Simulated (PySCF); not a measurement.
Ga(Cl)2(SiH3) (Cl2GaH3Si), SMILES [SiH3][Ga]([Cl])[Cl]. Heavy atoms are numbered as in [Ga:1]([Cl:2])([Cl:3])[SiH3:4]. Hydrogens are named by the atom that carries them.

The structure is a stationary point at B3LYP-D3(BJ)/def2-SVP. The structure was generated by enumeration; whether it is a known compound was not checked.

These are PySCF with PBE/def2-TZVP values and carry that method's errors.

Atomic charges (e), one atom of each kind:

```csv
atom,IAO,Löwdin,Mulliken
Ga1,___,-0.43,0.49
Cl2,___,0.18,-0.24
Si4 (SiH3),___,0.09,-0.03
H on Si4,___,-0.01,0.01
```

Problem. Fill in the missing entries. (An estimate is asked for; the answer gives what the named calculation found.)

Solution. 
- Ga1, IAO: 0.54
- Cl2, IAO: -0.28
- Si4 (SiH3), IAO: 0.22
- H on Si4, IAO: -0.07
